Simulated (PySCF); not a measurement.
**Removal energies of Zn from EOM-IP-GCCSD**

Reference: closed-shell Zn, [Ar] 3d10 4s2; one electron is removed. Calculated with PySCF 2.14, two-component X2C-1e with screened spin-orbit coupling, x2c-TZVPPall-2c with one added diffuse shell each of s, p, d, f type (7s8p5d3f1g, 86 functions); frozen [Ne]; the 6 highest virtual spinors dropped; of the others 98 kept and the rest restored at second order. No Breit or QED terms. Binding energies in eV.

```tsv
level	Koopmans	second order	EOM-CCSD	NIST
3d3/2	20.996	11.878	17.224	17.504
3d5/2	20.555	11.630	16.867	17.171
4s1/2	8.137	9.102	9.259	9.394
```

Only part of the computed levels is shown.

Gaps of this size point to the basis (7s8p5d3f1g), which has few functions of high l to correlate and polarise the inner shells.

Where second order misses EOM-CCSD by more than 1 eV, it overshoots the relaxation and correlation of that hole or particle, which higher orders damp.
